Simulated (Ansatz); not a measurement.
Geometry optimisation, RHF/def2-SVP (Ansatz 0.2.0).

Input:

```yaml
crystal:
  periodic: [false, false, false]
  atoms:
    - { symbol: Ge, position_ang: [0.0, 0.0, 0.0] }
    - { symbol: H, position_ang: [0.0, 0.0, 1.9] }
    - { symbol: F, position_ang: [1.5842, 0.0, -0.5594] }
    - { symbol: Cl, position_ang: [-1.0456, 1.8115, -0.7393] }
    - { symbol: H, position_ang: [-0.73, -1.2648, -0.5162] }
    - { symbol: Cl, position_ang: [0.9447, 2.1969, 0.7946] }
    - { symbol: H, position_ang: [0.3872, 0.9005, 1.9424] }
basis:
  gaussian: { orbitals: def2-SVP }
hamiltonian:
  xc: hf
relax:
  f_tol: 0.15
  max_steps: 25
  restrain:
    - { distance: [0, 5], at: 2.22, k: 30.0 }
    - { distance: [6, 1], at: 0.66, k: 30.0 }
    - { distance: [0, 1], at: 2.75, k: 30.0 }
    - { distance: [6, 5], at: 2.57, k: 30.0 }
```

Launched with:

```bash
$ ansatz run input.yaml --threads 2 --pin off --max-ram 3072MiB --backend cpu --events-out ev --progress --plain --runs-dir out
```

Where does it end, and by what steps?

It converged. The restraints hold the end off the free minimum. After 8 steps the energy has fallen by 5.167 eV (the restraints' own energy left out); H5 moved furthest, 1.10 Å. Joined: H2–H7 (0.98 → 0.71 Å).

```csv
step,energy less start (eV),largest force component (eV/Å),accepted
0,0.0000,4.350,yes
1,-0.7551,3.440,yes
2,-1.5207,3.856,yes
3,-2.8985,2.688,yes
4,-3.7230,1.806,yes
5,-4.2942,1.179,yes
6,-4.7337,1.129,yes
7,-5.0501,1.192,yes
8,-5.1666,1.190,yes
```

```xyz
7
Properties=species:S:1:pos:R:3
Ge 0.219 0.519 -0.354
H -0.217 -0.124 2.304
F 1.413 -0.001 -1.463
Cl -1.288 1.508 -1.487
H -0.324 -0.700 0.331
Cl 1.227 2.009 0.890
H 0.110 0.433 2.601
```

Run time: 6.1 s on 2 threads of AMD EPYC 9R45 96-Core Processor (Zen 5) (shared host), peak memory 0.23 GiB.
